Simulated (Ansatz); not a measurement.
## Ligand exchange: GeH3(CH3) + AlI3 → GeH3I + Al(CH3)I2

Gas-phase species: GeH3(CH3) (methyl germane), singlet; AlI3 (aluminum iodide) `[I][Al]([I])[I]`, singlet; GeH3I `[GeH3][I]`, singlet; Al(CH3)I2, singlet. The partners trade CH3 for I: Ge–CH3 and Al–I bonds give way to Ge–I and Al–CH3.

Shapes, held fixed at every level: PBE0-D4/def2-TZVP. Programs: Ansatz 0.2.0. Electronic energies: no zero-point or thermal term.

```tsv
level	kind	ΔE (kJ/mol)	less CCSD(T)/def2-TZVPP
HF/def2-SVP	Hartree–Fock	+40.4	-7.8
HF/def2-TZVPP	Hartree–Fock	+39.1	-9.1
SPW92/def2-TZVPP	LDA	+40.4	-7.8
PBE0-D4/def2-TZVPP	global hybrid	+42.2	-6.0
wB97M-V/def2-TZVPP	range-separated hybrid	+39.4	-8.8
CCSD/def2-SVP	coupled cluster or CI	+46.1	-2.1
CCSD(T)/def2-TZVPP	coupled cluster or CI	+48.2	0.0
```

The highest level, CCSD(T)/def2-TZVPP, gives ΔE = +48.2 kJ/mol; the levels span +39.1 to +48.2. The column of differences is taken from that level and isn't an error. No measured value is set beside it here. For atoms past krypton def2 sets carry core potentials with scalar relativity. Relativity is left out for Ge. Outer-core shells of Ge, I are correlated, in sets that cover them unevenly.
